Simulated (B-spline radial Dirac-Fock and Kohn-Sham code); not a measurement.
## K-line shifts caused by a second vacancy in Sr⁵⁺

System: Sr⁵⁺ in the configuration 1s2 2s2 2p6 3s2 3p6 3d10 4s2 4p3.

Model: ΔSCF Dirac-Fock with Breit, self-energy and vacuum polarisation, finite nucleus, configuration average. Program: a radial atomic solver. Each two-hole energy is an average over J within one jj subconfiguration, not an observable level; in light atoms, where LS coupling holds, the j-resolved values are not observed lines, and for a K spectator the Kα1 hypersatellite is nearly forbidden. Electron correlation is not included.

Lines without a spectator: Kα1 (K-L3) 14165.0 eV, Kβ1 (K-M3) 15836.1 eV. Shifts in eV with one spectator hole (a dash: not computed, or left out as unreliable):

```
spectator hole     Kα1     Kβ1
        K (1s)  +423.2  +527.1
    M4 (3d3/2)   -1.52       –
    M5 (3d5/2)   -0.59       –
```

Run: 56 s of CPU time on 1 thread of Neoverse-N1 (shared host), peak memory 0.42 GiB.
